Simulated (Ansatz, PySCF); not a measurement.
Molecule: GeTe, net charge 0, singlet state. SMILES: [Ge]=[Te]
Geometry: optimised at B3LYP-D3(BJ)/def2-TZVP (Ansatz, a first-principles code).

Quantity: atomisation energy (electronic, to ground-state atoms), in kcal/mol. Cores are frozen in the correlated levels unless marked. UHF or UKS for open shells. No spin-orbit coupling. Frozen are the shells of the preceding noble gas and the d and f shells that filled before the atom's block. In def2 rows, elements after Kr have scalar-relativistic effective core potentials. The coupled-cluster limit lacks core correlation, which all-electron functionals hold. CBS(X,Y): correlation extrapolated as X^-3; Hartree-Fock from the larger set.

The Hartree-Fock reference is unstable (checked in the largest basis), which strains HF and MP2. The T1 diagnostic of CCSD in the largest basis is 0.030, which is high, so the coupled-cluster rows are less sure than usual.

```
level                                        program  atomisation energy (kcal/mol)
------------------------------------  --------------  -----------------------------
PBE-D4/def2-TZVPD                     Ansatz + dftd4                              ?
TPSS/def2-TZVPD                                PySCF                          107.1
PBE0/def2-QZVPP                               Ansatz                              ?
r2SCAN0/def2-TZVPD                            Ansatz                              ?
CAM-B3LYP-D4/def2-TZVPD               Ansatz + dftd4                           97.4
wB97X/def2-TZVPD                              Ansatz                          103.5
CCSD(T)/CBS(def2-TZVPPD,def2-QZVPPD)          Ansatz                          102.2
```

### Question
Some entries are withheld; supply them.

### Answer

- PBE-D4/def2-TZVPD, atomisation energy (kcal/mol): 110.7
- PBE0/def2-QZVPP, atomisation energy (kcal/mol): 100.7
- r2SCAN0/def2-TZVPD, atomisation energy (kcal/mol): 97.1
